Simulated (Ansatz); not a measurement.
Species: GaH2, net charge 0, doublet state. SMILES: [GaH2]
Geometry: optimised at B3LYP-D3(BJ)/def2-TZVP (Ansatz, a first-principles code).

Wanted: atomisation energy, in kcal/mol. Set-up: spin-orbit terms left out; six Cartesian d functions in 6-31G* and its kin unless marked 5d; dispersion terms only where a functional's name holds one; open shells spin-unrestricted; non-relativistic; atomisation electronic, to ground-state atoms. First-principles rows: single points at B3LYP-D3(BJ) geometries (Ansatz). The spin state of an ion or metal species was assumed, not searched.

```
species        coefficient  E at B3LYP/6-31G* (Ansatz), Eh  E at wB97X-V/def2-TZVPD (Ansatz), Eh
-------------  -----------  ------------------------------  ------------------------------------
[GaH2] (GaH2)           -1                     -1925.76614                           -1925.80539
Ga atom                 +1                     -1924.59261                           -1924.62211
H atom                  +2                        -0.50027                              -0.50049
```

 1 Eh = 627.5095 kcal/mol.

Problem. Compute it at each level from the table.

Solution. 
- B3LYP/6-31G*: the sum of coefficient times E is 0.17299 Eh, or 108.55 kcal/mol. Result: 108.6 kcal/mol.
- wB97X-V/def2-TZVPD: the sum of coefficient times E is 0.18230 Eh, or 114.39 kcal/mol. Result: 114.4 kcal/mol.
